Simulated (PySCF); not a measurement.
EPR parameters of C6H10FSi

Compound: C₆H₁₀FSi (doublet state).
Structure used (GFN2-xTB), in Å, numbered top down from 1:
```
atom  x, y, z in Å
C1     3.2135    0.4906   -0.2623
C2     2.3925   -0.7159    0.1159
C3     1.1619   -0.9401   -0.2221
Si4   -0.4508   -0.6433   -0.9966
C5    -1.9860   -1.0433    0.0854
C6    -2.5470    0.3588   -0.1598
F7    -3.0341    0.9556    0.9885
C8    -1.3077    1.0625   -0.7139
H9     4.0910    0.1709   -0.8220
H10    3.5504    0.9995    0.6392
H11    2.6288    1.1760   -0.8686
H12    2.9340   -1.4328    0.7305
H13   -0.5410   -1.1437   -2.3693
H14   -2.6584   -1.8472   -0.2005
H15   -1.7426   -1.1673    1.1384
H16   -3.3810    0.3599   -0.8693
H17   -1.5012    1.7180   -1.5588
H18   -0.8310    1.6480    0.0689
```

The hyperfine couplings belong to this conformer and change with its torsions.

As a line formula: `C/C=[C]\[Si@H]1C[C@@H](F)C1` [radical].

The calculation used UKS B3LYP, pcH-1 on C F H Si, non-relativistic, mean-field spin-orbit, GIAO in PySCF. One conformer (not necessarily the lowest) at the GFN2-xTB geometry, without solvent, vibrations or thermal averaging. The geometry wasn't refined by DFT: couplings that depend on bond lengths, twists or pyramidal angles can differ widely from those at the functional's own minimum. The SCF solution wasn't tested for stability.

- g1, g2, g3: 2.00189, 2.00216, 2.00266
- g_iso: 2.00224
- Form of g: rhombic: the two nearest values differ by 35 % of g3 − g1
- ⟨S²⟩: 0.7583 (exact 0.7500)
- HOMO–LUMO gap, α and β orbitals: 5.38, 4.77 eV
- Total energy: -623.93354 Eh

Hyperfine couplings atom by atom, in MHz; T1 to T3 are the principal values of the dipolar part; ρ(0) is the spin density at the nucleus:

```
atom  isotope  a_iso  of which spin–orbit     T1     T2     T3  Mulliken spin population  ρ(0) (bohr⁻³)
  C1      13C   89.5                  0.0   -7.3   -6.5   13.9                      0.07         0.0796
  C2      13C  -43.8                  0.0  -15.5    3.5   12.0                     -0.16        -0.0390
  C3      13C  126.3                 -0.1  -75.8  -59.1  134.9                      0.96         0.1125
 Si4     29Si   22.5                 -0.1   -6.7   -0.5    7.2                     -0.02        -0.0254
  C5      13C   32.3                  0.0   -3.4   -3.2    6.6                      0.03         0.0287
  C6      13C   -2.4                  0.0   -0.9    0.2    0.7                      0.00        -0.0021
  F7      19F    1.7                  0.0   -6.9   -5.2   12.1                      0.00         0.0004
  C8      13C   42.6                  0.0   -5.9   -5.6   11.5                      0.06         0.0379
  H9       1H   -7.1                  0.0   -3.7   -1.9    5.6                      0.00        -0.0016
 H10       1H   -6.4                  0.0   -3.7   -1.9    5.6                      0.00        -0.0014
 H11       1H   -5.5                  0.0   -6.1   -1.3    7.4                      0.00        -0.0012
 H12       1H  140.5                  0.0   -5.4   -4.0    9.4                      0.06         0.0314
 H13       1H    2.2                  0.0   -3.2   -2.6    5.8                      0.00         0.0005
 H14       1H   -1.1                  0.0   -2.2   -1.3    3.5                      0.00        -0.0003
 H15       1H   -2.0                  0.0   -3.3   -0.8    4.1                      0.00        -0.0004
 H16       1H   -0.1                  0.0   -1.2   -0.6    1.8                      0.00         0.0000
 H17       1H    1.2                  0.0   -3.2   -1.0    4.2                      0.00         0.0003
 H18       1H   -4.4                  0.0   -4.0   -0.5    4.4                      0.00        -0.0010
```

The Mulliken spin populations are largest on C3 (+0.96), C2 (-0.16), C1 (+0.07) and H12 (+0.06). No atom but C3 exceeds +0.15. The positive populations add up to 1.19 and the negative ones to -0.19, together 2S = 1.

Axes: g1 points within 5° of the C2–C3 bond.

Under fast tumbling the dipolar parts average out, and these isotropic splittings remain: 1 × 1H (H12, I = 1/2, 2 lines) with 5.01 mT, 3 × 1H (H9/H10/H11, I = 1/2, 4 lines) with 0.23 mT, 2 × 1H (H15/H18, I = 1/2, 3 lines) with 0.11 mT, 1 × 1H (H13, I = 1/2, 2 lines) with 0.08 mT and 1 × 19F (F7, I = 1/2, 2 lines) with 0.06 mT.

Class means assume fast exchange of nuclei equivalent by connectivity; if that motion is slow, each nucleus keeps its own coupling.

The 29Si coupling of Si4 (22.5 MHz) shows only in satellite lines or after enrichment, since that isotope makes up about 4.7 % of natural silicon.

The 13C coupling of C3 (126.3 MHz) shows only in satellite lines or after enrichment, since that isotope makes up about 1.07 % of natural carbon.

The spin density at the nucleus, in bohr⁻³, is negative for C2 (-0.0390), Si4 (-0.0254) and C6 (-0.0021), for instance. A restricted open-shell determinant has no negative spin density anywhere; here it arises because α and β orbitals differ (spin polarisation).
